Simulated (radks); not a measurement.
Task: The mean radii <r> (bohr) of the occupied orbitals of an atom or ion are listed with their occupations. Method: scalar-relativistic Kohn-Sham, SCAN, spin-unpolarised, spherical densities, finite nucleus; meta-GGA in the generalised Kohn-Sham scheme; Fermi nuclear charge, rms radius of each element as measured or else 0.836 A^(1/3) + 0.57 fm; computed with a radial shooting solver on a logarithmic mesh with Libxc functionals.

orbital  occ.      <r>
1s          2  0.01744
2s          2  0.07358
2p          6  0.06624
3s          2   0.1903
3p          6   0.1912
3d         10   0.1734
4s          2   0.4223
4p          6   0.4488
4d         10   0.4757
5s          2   0.9659
4f         13   0.5236
5p          6    1.114
5d          8    1.649
6s          2    2.796

Name the element and its charge.

Result: Z = 77, iridium, charge 0: Ir in [Xe] 4f13 5d8 6s2. The 1s radius gives Z: for a bare nucleus <r> = (2 gamma + 1)/(2Z) with gamma = sqrt(1 - (Z/c)^2), 0.01724 bohr for Z = 77, and screening makes it slightly larger (0.01744 here). The occupations add up to 77, and the charge is Z minus that.
